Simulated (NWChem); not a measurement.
Everything below was run with NWChem. System: H₃AlFNO, charge 0, spin multiplicity 1, at a geometry optimised with PBE/def2-SVP. The structure started from a generated list of species. Level: PBE/def2-SVP.

Job file:

```
start mol
memory heap 200 mb stack 800 mb global 1000 mb
geometry units angstroms nocenter noautoz noautosym
  Al    -0.022744     0.016606     0.000000
  F     -1.681501    -0.239852     0.000000
  O      0.625372     1.600197     0.000000
  H      0.059657     2.386951     0.000000
  N      1.071500    -1.370853     0.000000
  H      2.090153    -1.302049     0.000000
  H      0.775896    -2.347716     0.000000
end
basis spherical
  * library def2-svp
end
dft
  xc xpbe96 cpbe96
  semidirect memsize 60000000 filesize 0
  iterations 100
end
task dft energy
```

Part of the output:

```
             Northwest Computational Chemistry Package (NWChem) 7.3.0
             --------------------------------------------------------

                                NWChem Input Module
                                -------------------

 Scaling coordinates for geometry "geometry" by  1.889725989
 (inverse scale =  0.529177249)

                             Geometry "geometry" -> ""
                             -------------------------

 Output coordinates in angstroms (scale by  1.889725989 to convert to a.u.)

  No.       Tag          Charge          X              Y              Z
 ---- ---------------- ---------- -------------- -------------- --------------
    1 Al                  13.0000    -0.02274400     0.01660600     0.00000000
    2 F                    9.0000    -1.68150100    -0.23985200     0.00000000
    3 O                    8.0000     0.62537200     1.60019700     0.00000000
    4 H                    1.0000     0.05965700     2.38695100     0.00000000
    5 N                    7.0000     1.07150000    -1.37085300     0.00000000
    6 H                    1.0000     2.09015300    -1.30204900     0.00000000
    7 H                    1.0000     0.77589600    -2.34771600     0.00000000

 Effective nuclear repulsion energy (a.u.)     158.3994034637

            Nuclear Dipole moment (a.u.)
            ----------------------------
        X                 Y               Z
 ---------------- ---------------- ----------------
     0.0000018897     0.0000018897     0.0000000000


 Summary of "ao basis" -> "" (spherical)
 ------------------------------------------------------------------------------
       Tag                 Description            Shells   Functions and Types
 ---------------- ------------------------------  ------  ---------------------
 *                          def2-svp                  on all atoms

  pbe96 is a nonlocal functional; adding pw91lda local functional.

                                 NWChem DFT Module
                                 -----------------

 Summary of "ao basis" -> "ao basis" (spherical)
 ------------------------------------------------------------------------------
       Tag                 Description            Shells   Functions and Types
 ---------------- ------------------------------  ------  ---------------------
 Al                         def2-svp                 8       18   4s3p1d
 F                          def2-svp                 6       14   3s2p1d
 O                          def2-svp                 6       14   3s2p1d
 H                          def2-svp                 3        5   2s1p
 N                          def2-svp                 6       14   3s2p1d

 Summary of "ao basis" -> "ao basis" (spherical)
 ------------------------------------------------------------------------------
       Tag                 Description            Shells   Functions and Types
 ---------------- ------------------------------  ------  ---------------------
 Al                         def2-svp                 8       18   4s3p1d
 F                          def2-svp                 6       14   3s2p1d
 O                          def2-svp                 6       14   3s2p1d
 H                          def2-svp                 3        5   2s1p
 N                          def2-svp                 6       14   3s2p1d

            General Information
            -------------------
          SCF calculation type: DFT
          Wavefunction type:  closed shell.
          No. of atoms     :     7
          No. of electrons :    40
           Alpha electrons :    20
            Beta electrons :    20
          Charge           :     0
          Spin multiplicity:     1
          Use of symmetry is: off; symmetry adaption is: off
          Maximum number of iterations: 100
          AO basis - number of functions:    75
                     number of shells:    35
          Convergence on energy requested:  1.00D-06
          Convergence on density requested:  1.00D-05
          Convergence on gradient requested:  5.00D-04

              XC Information
              --------------
          PerdewBurkeErnzerhof Exchange Functional  1.000
            Perdew 1991 LDA Correlation Functional  1.000 local
           PerdewBurkeErnz. Correlation Functional  1.000 non-local

             Grid Information
             ----------------
          Grid used for XC integration:  medium
          Radial quadrature: Mura-Knowles
          Angular quadrature: Lebedev.
          Tag              B.-S. Rad. Rad. Pts. Rad. Cut. Ang. Pts.
          ---              ---------- --------- --------- ---------
          Al                  1.25       88           8.0       590
          F                   0.50       49          10.0       434
          O                   0.60       49          11.0       434
          H                   0.35       45          12.0       434
          N                   0.65       49          10.0       434
          Grid pruning is: on
          Number of quadrature shells:   370
          Spatial weights used:  Erf1

          Convergence Information
          -----------------------
          Convergence aids based upon iterative change in
          total energy or number of iterations.
          Levelshifting, if invoked, occurs when the
          HOMO/LUMO gap drops below (HL_TOL):  1.00D-02
          DIIS, if invoked, will attempt to extrapolate
          using up to (NFOCK): 10 stored Fock matrices.

                    Damping( 0%)  Levelshifting(0.5)       DIIS
                  --------------- ------------------- ---------------
          dE  on:    start            ASAP                start
          dE off:    2 iters        100 iters           100 iters

      Screening Tolerance Information
      -------------------------------
          Density screening/tol_rho:  1.00D-10
          AO Gaussian exp screening on grid/accAOfunc:  14
          CD Gaussian exp screening on grid/accCDfunc:  20
          XC Gaussian exp screening on grid/accXCfunc:  20
          Schwarz screening/accCoul:  1.00D-08

      Superposition of Atomic Density Guess
      -------------------------------------

 Sum of atomic energies:        -471.51710107

      Non-variational initial energy
      ------------------------------

 Total energy =    -472.310501
 1-e energy   =    -968.282816
 2-e energy   =     337.572911
 HOMO         =      -0.364322
 LUMO         =      -0.054223

------------------------------------------------------------
EAF file 0: "./mol.aoints.0" size=524288 bytes
------------------------------------------------------------
               write      read    awrite     aread      wait
               -----      ----    ------     -----      ----
     calls:        1         0         0         0         0
   data(b): 5.24e+05  0.00e+00  0.00e+00  0.00e+00
   time(s): 0.00e+00  0.00e+00  0.00e+00  0.00e+00  0.00e+00
rate(mb/s): 0.00e+00  0.00e+00
------------------------------------------------------------

   convergence    iter        energy       DeltaE   RMS-Dens  Diis-err    time
 ---------------- ----- ----------------- --------- --------- ---------  ------
 d= 0,ls=0.0,diis     1   -473.4553732844 -6.32D+02  2.32D-02  1.12D+00     1.5
 d= 0,ls=0.0,diis     2   -473.1936202573  2.62D-01  1.43D-02  4.08D+00     2.0
 d= 0,ls=0.0,diis     3   -473.5763236576 -3.83D-01  2.21D-03  3.33D-02     2.4
 d= 0,ls=0.0,diis     4   -473.5763225076  1.15D-06  1.28D-03  3.01D-02     2.9
 d= 0,ls=0.0,diis     5   -473.5795670055 -3.24D-03  2.03D-04  6.18D-04     3.4
  Resetting Diis
 d= 0,ls=0.0,diis     6   -473.5796313983 -6.44D-05  5.59D-05  3.01D-05     3.8
 d= 0,ls=0.0,diis     7   -473.5796336065 -2.21D-06  6.03D-05  8.95D-06     4.3
 d= 0,ls=0.0,diis     8   -473.5796305515  3.05D-06  4.18D-05  4.17D-05     4.8
 d= 0,ls=0.0,diis     9   -473.5796344311 -3.88D-06  2.40D-06  5.77D-08     5.2
 d= 0,ls=0.0,diis    10   -473.5796344364 -5.28D-09  7.30D-07  9.42D-09     5.6

         Total DFT energy =     -473.579634436351
      One electron energy =     -972.725051687255
           Coulomb energy =      386.217399846958
    Exchange-Corr. energy =      -45.471386059763
 Nuclear repulsion energy =      158.399403463710

 Numeric. integr. density =       39.999999897910

     Total iterative time =      5.3s

                       DFT Final Molecular Orbital Analysis
                       ------------------------------------

 Vector   18  Occ=2.000000D+00  E=-2.761656D-01
              MO Center=  3.9D-01,  1.4D+00, -6.6D-10, r^2= 1.7D+00
   Bfn.  Coefficient  Atom+Function         Bfn.  Coefficient  Atom+Function
  ----- ------------  ---------------      ----- ------------  ---------------
    36      0.520376  3 O  px                39      0.365933  3 O  px
    23     -0.227010  2 F  py                37      0.206355  3 O  py
    26      0.158483  2 F  py                35      0.143940  3 O  s
    40      0.144014  3 O  py                 3     -0.124904  1 Al s
    34      0.119641  3 O  s                  9     -0.101143  1 Al py

 Vector   19  Occ=2.000000D+00  E=-2.634720D-01
              MO Center=  5.0D-01,  1.4D+00, -5.8D-10, r^2= 1.4D+00
   Bfn.  Coefficient  Atom+Function         Bfn.  Coefficient  Atom+Function
  ----- ------------  ---------------      ----- ------------  ---------------
    38      0.576698  3 O  pz                41      0.434349  3 O  pz
    24      0.139271  2 F  pz                13      0.124218  1 Al pz
    27     -0.106504  2 F  pz                10      0.100190  1 Al pz
    57     -0.091402  5 N  pz                60      0.064800  5 N  pz
     7     -0.063426  1 Al pz                15      0.053125  1 Al d -1

 Vector   20  Occ=2.000000D+00  E=-2.123390D-01
              MO Center=  9.7D-01, -1.1D+00,  3.7D-09, r^2= 1.5D+00
   Bfn.  Coefficient  Atom+Function         Bfn.  Coefficient  Atom+Function
  ----- ------------  ---------------      ----- ------------  ---------------
    57      0.544704  5 N  pz                60     -0.467066  5 N  pz
    38      0.158712  3 O  pz                41      0.131086  3 O  pz
    13     -0.104353  1 Al pz                10     -0.080771  1 Al pz
    24     -0.069022  2 F  pz                15      0.061402  1 Al d -1
    27      0.054572  2 F  pz                 7      0.051350  1 Al pz

 Vector   21  Occ=0.000000D+00  E=-3.782527D-02
              MO Center=  2.6D-03,  1.3D-01, -4.0D-10, r^2= 5.0D+00
   Bfn.  Coefficient  Atom+Function         Bfn.  Coefficient  Atom+Function
  ----- ------------  ---------------      ----- ------------  ---------------
     4      1.068859  1 Al s                 54     -0.516278  5 N  s
    35     -0.377683  3 O  s                 21     -0.229905  2 F  s
    53     -0.192127  5 N  s                  2      0.190405  1 Al s
    48      0.180054  4 H  s                 72      0.159250  7 H  s
    67      0.156371  6 H  s                 34     -0.150855  3 O  s

 Vector   22  Occ=0.000000D+00  E= 1.417182D-02
              MO Center= -4.4D-03,  1.6D-03,  4.0D-09, r^2= 4.0D+00
   Bfn.  Coefficient  Atom+Function         Bfn.  Coefficient  Atom+Function
  ----- ------------  ---------------      ----- ------------  ---------------
    13      0.830349  1 Al pz                10      0.332170  1 Al pz
    60     -0.276552  5 N  pz                57      0.241418  5 N  pz
    38     -0.222003  3 O  pz                41     -0.218407  3 O  pz
    24      0.193782  2 F  pz                 7     -0.170718  1 Al pz
    27     -0.171045  2 F  pz

 Vector   23  Occ=0.000000D+00  E= 4.526014D-02
              MO Center=  4.8D-01,  1.0D-01,  1.5D-10, r^2= 7.9D+00
   Bfn.  Coefficient  Atom+Function         Bfn.  Coefficient  Atom+Function
  ----- ------------  ---------------      ----- ------------  ---------------
    54      0.979484  5 N  s                 48      0.662084  4 H  s
    67     -0.615739  6 H  s                 35     -0.564531  3 O  s
    12      0.523196  1 Al py                72     -0.505093  7 H  s
    39      0.172474  3 O  px                40     -0.160463  3 O  py
    53      0.159236  5 N  s                 36      0.152111  3 O  px

 center of mass
 --------------
 x =  -0.11012456 y =   0.02433666 z =   0.00000000

 moments of inertia (a.u.)
 ------------------
         290.559884091894           4.592410500499           0.000000000000
           4.592410500499         288.571973001268           0.000000000000
           0.000000000000           0.000000000000         579.131857093162

     Multipole analysis of the density
     ---------------------------------

     L   x y z        total         alpha         beta         nuclear
     -   - - -        -----         -----         ----         -------
     0   0 0 0     -0.000000    -20.000000    -20.000000     40.000000

     1   1 0 0      0.366226      0.183112      0.183112      0.000002
     1   0 1 0     -0.077099     -0.038551     -0.038551      0.000002
     1   0 0 1     -0.000000     -0.000000     -0.000000      0.000000

     2   2 0 0    -23.276100    -85.904681    -85.904681    148.533261
     2   1 1 0     -3.312027      3.793627      3.793627    -10.899281
     2   1 0 1     -0.000000     -0.000000     -0.000000      0.000000
     2   0 2 0    -16.842871    -92.458742    -92.458742    168.074613
     2   0 1 1      0.000000      0.000000      0.000000      0.000000
     2   0 0 2    -20.437554    -10.218777    -10.218777      0.000000

 Task  times  cpu:        5.6s     wall:        5.6s

 Total times  cpu:        5.6s     wall:        5.6s
```
